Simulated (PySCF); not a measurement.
# Mg+: ionisation energy

Mg+ [Ne] 3s1 (2S) → Mg(2+) [Ne] (1S), as a difference of total energies. All numbers are calculated (PySCF 2.14, the spin-free X2C one-electron Hamiltonian (Gaussian nucleus), in cc-pVDZ-DK (4s3p1d, 18 functions)). The calculations carry no spin-orbit coupling.

```tsv
method	ionisation energy (eV)
UHF	14.734
BP86	15.218
PBE	15.297
```

For comparison: 15.035 eV (measured; NIST Atomic Spectra Database, ionization energies).
